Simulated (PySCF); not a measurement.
# Dipole response of Cr⁺ (chromium, charge +1)

[Ar] 3d5, high-spin 6S determinant. All numbers are calculated (PySCF 2.14, the non-relativistic Hamiltonian (point nucleus), in aug-cc-pVDZ (7s6p4d2f, 59 functions)). Coupled (time-dependent) response in atomic units; α is the mean over directions. A double-zeta set is small for polarisabilities.

```
method  mean α (bohr³)  C₆ (like pair)  S(−4)
   UHF           9.039           31.76  79.80
   PBE           14.22           51.34  295.6
  PBE0           12.10           43.28  185.8
```

S(−4) is the Cauchy moment in α(ω) = α(0) + S(−4) ω² + …

α(iu) at PBE:

```json
{"u (hartree)": "0", "α(iu) (bohr³)": "14.22"}
{"u (hartree)": "0.0500", "α(iu) (bohr³)": "13.53"}
{"u (hartree)": "0.100", "α(iu) (bohr³)": "11.97"}
{"u (hartree)": "0.200", "α(iu) (bohr³)": "8.910"}
{"u (hartree)": "0.300", "α(iu) (bohr³)": "6.978"}
{"u (hartree)": "0.500", "α(iu) (bohr³)": "4.906"}
{"u (hartree)": "0.750", "α(iu) (bohr³)": "3.528"}
{"u (hartree)": "1.00", "α(iu) (bohr³)": "2.695"}
{"u (hartree)": "1.50", "α(iu) (bohr³)": "1.760"}
{"u (hartree)": "2.00", "α(iu) (bohr³)": "1.258"}
{"u (hartree)": "3.00", "α(iu) (bohr³)": "0.7384"}
{"u (hartree)": "5.00", "α(iu) (bohr³)": "0.3352"}
```

For an ion, C₆ is the dispersion term alone; charge-induced terms of lower order in 1/R come first.
